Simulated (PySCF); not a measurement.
# Reading the logs of faulty runs: GeH6NOSi

These are calculations, not measurements. The program is PySCF 2.14.0, an open-source quantum chemistry code, run on an isolated molecule that a program drew, which may never have been made. The molecule is GeH6NOSi (charge 0, doublet), drawn as the SMILES string `N[SiH](O)[GeH2]`.

Each row is a Hartree-Fock (HF) and frozen-core CCSD(T) single point in the cc-pV(D+d)Z basis, meant for a local HF minimum. Run 1 is clean. Each other run has one planted mistake out of seven kinds, and not every kind appears here: one electron removed, one electron added, multiplicity raised by two, geometry at a saddle point, minimal basis STO-3G, one bond length entered in bohr, all coordinates scaled. The reference is restricted for singlets and unrestricted otherwise, and also for a bond in bohr. Adding or removing an electron swaps singlet and doublet. Electrons count all cores. HOMO and LUMO are orbital energies over both spins, the gradient is its largest component, and the lowest frequency (negative if imaginary) is given only where the gradient is small. Bond lengths are over the 9 bonds as drawn. T1 is the CCSD diagnostic: over 0.02 (restricted) or 0.045 (unrestricted) a single reference is doubtful. Germanium has the cc-pVDZ-PP basis, with a core potential (ECP10MDF) in place of its 10 inner electrons, and its 3s, 3p and 3d shells are frozen in CCSD(T).

Geometry of the clean run:
```xyz
10
GeH6NOSi, angstrom
N    -1.9723    1.3295    0.2350
Si   -1.2193   -0.2123    0.1962
O     0.4150   -0.0512    0.0444
Ge   -2.1541   -1.3599   -1.6924
H    -2.9121    1.4398   -0.0960
H    -1.8012    1.9457    1.0092
H    -1.3530   -1.0046    1.4345
H     0.7400    0.4732   -0.6727
H    -1.8156   -2.8544   -1.7850
H    -3.6725   -1.1905   -1.8725
```

```
run  electrons  basis functions  <S^2>  HOMO (eV)  LUMO (eV)  gradient (hartree/bohr)  lowest frequency (cm^-1)  mean bond (Å)  longest bond (Å)      T1  HF (hartree)  CCSD(T) (hartree)                          mistake
  1         67              104  0.758      -8.31       1.06                  1.7e-05                        72         1.4741             2.400  0.0125    -715.17512         -715.77245                         no fault
  2         67              104  0.758      -8.36       0.97                  2.2e-02                         -         1.5139             2.464  0.0132    -715.16835         -715.77105           all coordinates scaled
  3         67              104  1.718      -8.00       0.23                  9.9e-03                         -         1.7114             4.534  0.0170    -715.08325         -715.65772  one bond length entered in bohr
  4         68              104  0.000      -0.53       8.33                  4.0e-02                         -         1.4741             2.400  0.0122    -715.16358         -715.78858               one electron added
  5         67              104  3.768      -3.57      -1.83                  4.6e-02                         -         1.4741             2.400  0.0309    -714.93586         -715.53498       multiplicity raised by two
  6         66              104  0.000     -15.60      -6.69                  5.2e-02                         -         1.4741             2.400  0.0145    -714.89956         -715.48956                                ?
```

**Which mistake was planted in run 6, and what did it cost?**

It counts 66 electrons, one fewer than the clean run, at the same geometry and basis. So the mistake is: one electron removed. Subtracting run 1 and multiplying by 627.51 kcal/mol a hartree, the energy moved by 172.9 kcal/mol in HF and 177.5 kcal/mol in CCSD(T).

